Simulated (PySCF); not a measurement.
C2H4FNOSi, SMILES O[Si@@H]1C=N[C@@H]1F. Heavy atoms are numbered as in [OH:1][Si@@H:2]1[CH:3]=[N:4][C@@H:5]1[F:6]. Hydrogens are named by the atom that carries them.

The structure is a stationary point at r2SCAN-D4/def2-SVP. The structure was generated by enumeration; whether it is a known compound was not checked. One conformer was computed; it need not be the lowest.

Calculation: PBE/pcSseg-1 in PySCF.

GIAO shieldings, no solvent; atoms alike by connectivity are averaged. δ = σ(ref) − σ: ¹⁷O against H2O (σ = 334.3 ppm); ²⁹Si against TMS (σ = 335.4 ppm); ¹³C against TMS (σ = 182.0 ppm); ¹⁵N against NH3 (σ = 267.0 ppm); ¹⁹F against CFCl3 (σ = 133.6 ppm); ¹H against TMS (σ = 31.49 ppm), references at their B3LYP-D3(BJ)/def2-TZVP geometries, non-relativistic.

Computed chemical shifts:
```tsv
nucleus	atoms	count	δ (ppm)
¹⁷O	O1 (OH)	1	60.3
²⁹Si	Si2 (SiH)	1	6.9
¹³C	C3 (CH)	1	210.6
¹³C	C5 (CH)	1	122.2
¹⁵N	N4	1	525.6
¹⁹F	F6	1	-206.9
¹H	H on C3	1	9.43
¹H	H on C5	1	6.73
¹H	H on Si2	1	6.50
¹H	H on O1	1	2.71
```
